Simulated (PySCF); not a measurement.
**Basis-set dependence of population analyses: `C=C[C@H](F)[SiH3]`**

Compound: C3H7FSi.
Structure used (PBE0-D3(BJ)/def2-SVP), in Å, numbered top down from 1:
```
atom  x, y, z in Å
C1    -1.6674    0.6571    0.8553
C2    -0.9147   -0.3404    0.3881
C3     0.1058   -0.2086   -0.6883
F4     0.0978   -1.3369   -1.5007
Si5    1.8691   -0.0461    0.0445
H6    -2.3493    0.5071    1.6957
H7    -1.6238    1.6621    0.4222
H8    -0.9757   -1.3381    0.8407
H9    -0.1112    0.6738   -1.3180
H10    2.1181   -1.2003    0.9574
H11    1.9640    1.2337    0.8089
H12    2.8753   -0.0538   -1.0583
```

PBE0 throughout (PySCF), one geometry, spherical d and f functions. The structure is a single PBE0-D3(BJ)/def2-SVP conformer in the gas phase; no vibrational or solvent corrections. The first 7 of 10 kinds of atom are listed.

Mulliken charges (e):

```csv
basis,functions,C1,C2,C3,F4,Si5,H6,H7
STO-3G,36,-0.176,-0.097,-0.119,-0.118,+0.531,+0.082,+0.078
6-31G,63,-0.352,-0.107,-0.172,-0.337,+0.528,+0.172,+0.163
pcSseg-0,63,-0.398,-0.262,-0.374,-0.371,+0.557,+0.232,+0.222
6-31G*,88,-0.391,-0.144,-0.005,-0.346,+0.335,+0.183,+0.173
cc-pVDZ,109,-0.023,-0.124,+0.098,-0.246,+0.243,+0.053,+0.040
def2-SVP,109,-0.071,-0.119,+0.050,-0.278,+0.369,+0.062,+0.051
aug-cc-pVDZ,182,+0.324,+1.017,+0.739,-0.527,-0.578,-0.368,-0.435
"6-311+G(2d,p)",185,-0.352,+0.082,-0.205,-0.258,+0.376,+0.128,+0.117
def2-TZVP,203,-0.276,-0.143,+0.067,-0.223,+0.132,+0.136,+0.127
cc-pVTZ,252,-0.270,-0.142,+0.120,-0.231,+0.149,+0.128,+0.115
IGLO-III,254,-0.228,-0.103,-0.067,-0.263,+0.714,+0.117,+0.090
```

IAO charges (e):

```json
{"basis": "STO-3G", "functions": "36", "C1": "-0.272", "C2": "-0.160", "C3": "-0.213", "F4": "-0.141", "Si5": "+0.628", "H6": "+0.135", "H7": "+0.129"}
{"basis": "6-31G", "functions": "63", "C1": "-0.316", "C2": "-0.149", "C3": "-0.089", "F4": "-0.303", "Si5": "+0.445", "H6": "+0.161", "H7": "+0.149"}
{"basis": "pcSseg-0", "functions": "63", "C1": "-0.300", "C2": "-0.154", "C3": "-0.106", "F4": "-0.290", "Si5": "+0.435", "H6": "+0.156", "H7": "+0.143"}
{"basis": "6-31G*", "functions": "88", "C1": "-0.306", "C2": "-0.146", "C3": "-0.078", "F4": "-0.313", "Si5": "+0.572", "H6": "+0.154", "H7": "+0.143"}
{"basis": "cc-pVDZ", "functions": "109", "C1": "-0.311", "C2": "-0.146", "C3": "-0.076", "F4": "-0.315", "Si5": "+0.564", "H6": "+0.156", "H7": "+0.144"}
{"basis": "def2-SVP", "functions": "109", "C1": "-0.301", "C2": "-0.143", "C3": "-0.079", "F4": "-0.316", "Si5": "+0.585", "H6": "+0.152", "H7": "+0.140"}
{"basis": "aug-cc-pVDZ", "functions": "182", "C1": "-0.323", "C2": "-0.147", "C3": "-0.075", "F4": "-0.331", "Si5": "+0.567", "H6": "+0.161", "H7": "+0.149"}
{"basis": "6-311+G(2d,p)", "functions": "185", "C1": "-0.322", "C2": "-0.147", "C3": "-0.084", "F4": "-0.332", "Si5": "+0.599", "H6": "+0.161", "H7": "+0.149"}
{"basis": "def2-TZVP", "functions": "203", "C1": "-0.322", "C2": "-0.147", "C3": "-0.083", "F4": "-0.331", "Si5": "+0.607", "H6": "+0.161", "H7": "+0.149"}
{"basis": "cc-pVTZ", "functions": "252", "C1": "-0.323", "C2": "-0.147", "C3": "-0.081", "F4": "-0.328", "Si5": "+0.592", "H6": "+0.160", "H7": "+0.149"}
{"basis": "IGLO-III", "functions": "254", "C1": "-0.324", "C2": "-0.148", "C3": "-0.085", "F4": "-0.332", "Si5": "+0.607", "H6": "+0.162", "H7": "+0.150"}
```

Hirshfeld charges (e):

```csv
basis,functions,C1,C2,C3,F4,Si5,H6,H7
STO-3G,36,-0.071,-0.042,+0.013,-0.092,+0.343,+0.027,+0.025
6-31G,63,-0.093,-0.043,-0.005,-0.131,+0.270,+0.052,+0.047
pcSseg-0,63,-0.090,-0.046,-0.004,-0.130,+0.299,+0.050,+0.044
6-31G*,88,-0.094,-0.043,-0.011,-0.118,+0.275,+0.051,+0.047
cc-pVDZ,109,-0.094,-0.047,-0.019,-0.107,+0.295,+0.050,+0.046
def2-SVP,109,-0.095,-0.047,-0.016,-0.116,+0.304,+0.051,+0.047
aug-cc-pVDZ,182,-0.099,-0.057,-0.031,-0.120,+0.305,+0.054,+0.051
"6-311+G(2d,p)",185,-0.095,-0.057,-0.029,-0.124,+0.309,+0.053,+0.050
def2-TZVP,203,-0.097,-0.053,-0.028,-0.119,+0.302,+0.053,+0.050
cc-pVTZ,252,-0.098,-0.051,-0.026,-0.115,+0.298,+0.053,+0.049
IGLO-III,254,-0.100,-0.056,-0.028,-0.121,+0.302,+0.054,+0.050
```

ESP-fitted charges (e):

```csv
basis,functions,C1,C2,C3,F4,Si5,H6,H7
STO-3G,36,-0.329,-0.042,+0.018,-0.128,+0.291,+0.122,+0.125
6-31G,63,-0.482,-0.072,+0.097,-0.257,+0.220,+0.200,+0.193
pcSseg-0,63,-0.529,-0.034,+0.002,-0.244,+0.265,+0.212,+0.212
6-31G*,88,-0.479,-0.063,+0.018,-0.187,+0.188,+0.196,+0.196
cc-pVDZ,109,-0.446,-0.085,+0.076,-0.203,+0.155,+0.185,+0.182
def2-SVP,109,-0.442,-0.079,+0.070,-0.213,+0.185,+0.183,+0.181
aug-cc-pVDZ,182,-0.477,-0.092,+0.090,-0.225,+0.154,+0.198,+0.195
"6-311+G(2d,p)",185,-0.500,-0.090,+0.075,-0.226,+0.154,+0.207,+0.205
def2-TZVP,203,-0.494,-0.087,+0.077,-0.217,+0.169,+0.204,+0.201
cc-pVTZ,252,-0.480,-0.078,+0.057,-0.206,+0.175,+0.197,+0.195
IGLO-III,254,-0.481,-0.086,+0.059,-0.216,+0.168,+0.200,+0.197
```

Q: Which scheme is steadiest as the basis changes?

A: Largest range over the bases for any column: Hirshfeld 0.07 e, IAO 0.19 e, ESP-fitted 0.20 e, Mulliken 1.29 e. Hirshfeld charges move least and Mulliken charges most, counted in e. Without the minimal STO-3G basis the ranges are Hirshfeld 0.04, IAO 0.17, ESP-fitted 0.11, Mulliken 1.29 e.

Q: How much do the charges still move between the two largest bases, cc-pVTZ and IGLO-III?

A: At most, over all atoms: Mulliken 0.565 e, IAO 0.015 e, Hirshfeld 0.007 e, ESP-fitted 0.010 e.

Q: What do the same runs give for the total energy, the frontier levels and the dipole moment?

A: 
| basis | energy (Eh) | HOMO (eV) | LUMO (eV) | μ (D) |
| --- | --- | --- | --- | --- |
| STO-3G | -501.2619 | -4.44 | 3.34 | 0.92 |
| 6-31G | -507.3507 | -7.40 | -0.04 | 1.88 |
| pcSseg-0 | -506.6075 | -7.66 | -0.29 | 1.93 |
| 6-31G* | -507.4262 | -7.27 | -0.01 | 1.51 |
| cc-pVDZ | -507.4606 | -7.39 | -0.21 | 1.49 |
| def2-SVP | -507.1996 | -7.48 | -0.28 | 1.57 |
| aug-cc-pVDZ | -507.4801 | -7.54 | -0.57 | 1.63 |
| 6-311+G(2d,p) | -507.5315 | -7.57 | -0.58 | 1.67 |
| def2-TZVP | -507.5511 | -7.53 | -0.48 | 1.58 |
| cc-pVTZ | -507.5446 | -7.50 | -0.41 | 1.52 |
| IGLO-III | -507.5573 | -7.55 | -0.54 | 1.61 |

The dipole is fixed by the density alone, so its range of 1.01 D shows that the density itself changes with the basis, not only its division among atoms.
